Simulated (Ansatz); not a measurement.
One change: `CCCCBr` becomes `[GeH3][CH2]CBr`.

Ansatz, PBE0-D4/def2-TZVP geometries, multiplicity 1. Each molecule was computed in one conformer, which needn't be the lowest.

Scalar relativity is left out up to krypton.

| property | `CCCCBr` |
| --- | --- |
| size of the dipole moment (PBE/def2-TZVPP) / D | 2.04 |
| HOMO energy (PBE0/def2-TZVPP) / eV | -7.76 |
| LUMO energy (B3LYP/def2-TZVPP) / eV | -0.08 |
| HOMO–LUMO gap (PBE/def2-TZVPP) / eV | 5.63 |
| LUMO energy (PBE/def2-TZVPP) / eV | -0.83 |
| HOMO–LUMO gap (ωB97M-V/def2-TZVPP) / eV | 12.22 |

Q: Give the same properties after the change, and the shifts. (An estimate is asked.)

A: Computed: 
```json
{"property": "size of the dipole moment (PBE/def2-TZVPP) / D", "`[GeH3][CH2]CBr`": "1.68", "shift": "-0.36"}
{"property": "HOMO energy (PBE0/def2-TZVPP) / eV", "`[GeH3][CH2]CBr`": "-7.83", "shift": "-0.07"}
{"property": "LUMO energy (B3LYP/def2-TZVPP) / eV", "`[GeH3][CH2]CBr`": "-0.47", "shift": "-0.39"}
{"property": "HOMO–LUMO gap (PBE/def2-TZVPP) / eV", "`[GeH3][CH2]CBr`": "5.39", "shift": "-0.24"}
{"property": "LUMO energy (PBE/def2-TZVPP) / eV", "`[GeH3][CH2]CBr`": "-1.18", "shift": "-0.35"}
{"property": "HOMO–LUMO gap (ωB97M-V/def2-TZVPP) / eV", "`[GeH3][CH2]CBr`": "11.75", "shift": "-0.47"}
```

With PBE0 the HOMO falls by 0.07 eV and the LUMO falls by 0.41 eV, so the gap narrows by about 0.34 eV. PBE moves the HOMO by -0.10 eV and ωB97M-V by -0.02 eV. Dipoles are sizes alone; their direction can turn.

B3LYP here is the variant with VWN-RPA as its local correlation; programs differ in this.

Spin–orbit coupling is left out; it splits and shifts lone-pair levels of the heavy atoms by tenths of an eV.
